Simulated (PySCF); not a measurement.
C₅H₁₀OSi: full NMR table

```
Formula                               : C5H10OSi
SMILES                                : C=C(C)[C@H]1OC[SiH2]1
Point group of the computed structure : C1
Degrees of unsaturation               : 2
Carbon signals                        : 5
Proton signals                        : 8
```

Molfile (atoms numbered from 1):
```
C5H10OSi
     RDKit          3D

 17 17  0  0  0  0  0  0  0  0999 V2000
   -1.6348   -1.6227   -0.6672 C   0  0  0  0  0  0  0  0  0  0  0  0
   -1.0003   -0.5000   -0.3606 C   0  0  0  0  0  0  0  0  0  0  0  0
   -1.6543    0.6283    0.3730 C   0  0  0  0  0  0  0  0  0  0  0  0
    0.4461   -0.3052   -0.6866 C   0  0  1  0  0  0  0  0  0  0  0  0
    0.8008    1.0601   -0.9748 O   0  0  0  0  0  0  0  0  0  0  0  0
    1.7618    1.3762    0.0403 C   0  0  0  0  0  0  0  0  0  0  0  0
    1.6975   -0.3877    0.7890 Si  0  0  0  0  0  4  0  0  0  0  0  0
   -1.1490   -2.4253   -1.1965 H   0  0  0  0  0  0  0  0  0  0  0  0
   -2.6641   -1.7841   -0.3968 H   0  0  0  0  0  0  0  0  0  0  0  0
   -2.7179    0.4474    0.5007 H   0  0  0  0  0  0  0  0  0  0  0  0
   -1.5095    1.5530   -0.1826 H   0  0  0  0  0  0  0  0  0  0  0  0
   -1.1950    0.7546    1.3542 H   0  0  0  0  0  0  0  0  0  0  0  0
    0.7175   -0.9338   -1.5431 H   0  0  0  0  0  0  0  0  0  0  0  0
    1.3977    2.2007    0.6617 H   0  0  0  0  0  0  0  0  0  0  0  0
    2.7009    1.6948   -0.4219 H   0  0  0  0  0  0  0  0  0  0  0  0
    2.8722   -1.2279    0.5754 H   0  0  0  0  0  0  0  0  0  0  0  0
    1.1233   -0.5164    2.1259 H   0  0  0  0  0  0  0  0  0  0  0  0
  1  2  2  0
  2  3  1  0
  2  4  1  0
  4  5  1  0
  5  6  1  0
  6  7  1  0
  7  4  1  0
  1  8  1  0
  1  9  1  0
  3 10  1  0
  3 11  1  0
  3 12  1  0
  4 13  1  6
  6 14  1  0
  6 15  1  0
  7 16  1  0
  7 17  1  0
M  END
```

- PBE0/pcSseg-1 with gauge-including orbitals
- GFN2-xTB structure
- program: PySCF 2.14
- no solvent model, one conformer, rapidly exchanging positions averaged, relativity neglected

References, each an isolated molecule treated in the same way: ¹H (σ = 31.72 ppm) and ¹³C (σ = 186.93 ppm) and ²⁹Si (σ = 349.16 ppm) against TMS; ¹⁷O (σ = 336.08 ppm) against H2O.

| carbon | δC, type | δH (multiplicity) | HMBC from (2–3 bonds) | span of the C tensor (ppm) |
| --- | --- | --- | --- | --- |
| C1 | 108.1, CH2 | H8 4.73 (m); H9 4.82 (m) | H13, H10/H11/H12 | 171 |
| C2 | 159.0, C | – | H13, H16, H17, H9, H8, H10/H11/H12 | 242 |
| C3 | 20.9, CH3 | 2.28 (s) | H13, H9, H8 | 30 |
| C4 | 85.1, CH | 5.39 (m) | H16, H17, H9, H8, H14, H15, H10/H11/H12 | 79 |
| C6 | 62.8, CH2 | H14 4.65 (m); H15 4.61 (m) | H13, H16, H17 | 110 |

Other nuclei:
```tsv
atoms	nucleus	environment	δ (ppm)	σ (ppm)
H16	¹H	hydrogen on a silicon bonded to 2 C, in a 4-membered ring	5.20	26.51
H17	¹H	hydrogen on a silicon bonded to 2 C, in a 4-membered ring	5.03	26.69
Si7	²⁹Si	silicon bonded to 2 C, 2 H, in a 4-membered ring	-19.3	368.4
O5	¹⁷O	ether oxygen	50.9	285.1
```

1. Carbon types of the structure: 1 × C, 1 × CH, 2 × CH2, 1 × CH3, leaving 2 H on heteroatoms.
2. δC 159.0: fully substituted alkene carbon; an sp2 carbon of a C=C bond.
3. δC 108.1: terminal =CH2 carbon; an sp2 carbon of a C=C bond.
4. δC 85.1: allylic sp3 CH bonded to O and Si; deshielded by the electronegative neighbour.
5. δC 62.8: sp3 CH2 bonded to O and Si; pulled downfield by the heteroatom.
6. δC 20.9: allylic methyl carbon; a saturated carbon with 1 carbon neighbour and no heteroatom attached.

Shifts are as computed. Against solution values, carbons near 30 ppm lie about +3 ppm off and those near 130 ppm about +5 ppm. Of 1309 compounds with measured shifts, 239 miss one by over three times the rms of a fit or turn the order of signals round; such compounds aren't used in these exercises. Experimental scales use liquid or dissolved standards, which lie at an offset from isolated H2O (liquid H2O: subtract about 36 ppm). No couplings were computed; multiplicities are counted from neighbouring protons, with m where these are inequivalent, close in shift, in a saturated or five-membered ring or joined by F or P, and br s for small geminal =CH2 splittings.
